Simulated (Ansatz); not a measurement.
Two isomers of CH9GeNSi: A = `C[SiH2][NH][GeH3]`, B = `C[NH][GeH2][SiH3]`.

Computed with Ansatz on PBE0-D4/def2-TZVP structures; ΔE is electronic, products minus reactants. CCSD(T)/CBS is the MP2 limit (def2-TZVPP, def2-QZVPP) plus CCSD(T) − MP2 in def2-TZVPP, frozen cores. Functionals use def2-TZVPP. For Ge outer-core shells are correlated without core-valence functions, which leaves a few kJ/mol of doubt a bond. Scalar relativity is left out up to krypton. One conformer a species, not always the lowest.

Problem. Which isomer does CCSD(T)/CBS put lower? Give the gap. (Estimate.)

Solution. Ansatz gave: A, by 128.0 kJ/mol.

Problem. Give E(B) − E(A) in kJ/mol with r2SCAN-D4, MP2/def2-TZVPP, PBE0-D4, CCSD/def2-TZVPP, B2PLYP, HF/def2-TZVPP, ωB97M-V. (An estimate is asked.)

Solution. Ansatz gave: r2SCAN-D4 123.7, MP2/def2-TZVPP 136.0, PBE0-D4 115.4, CCSD/def2-TZVPP 128.4, B2PLYP 127.8, HF/def2-TZVPP 138.2, ωB97M-V 130.8. None reverses the order clearly.

Largest T1 diagnostic: 0.012.

From PBE to PBE0 (25 % exact exchange), in def2-TZVPP and without D4, E(B) − E(A) moves by +8.9 kJ/mol.
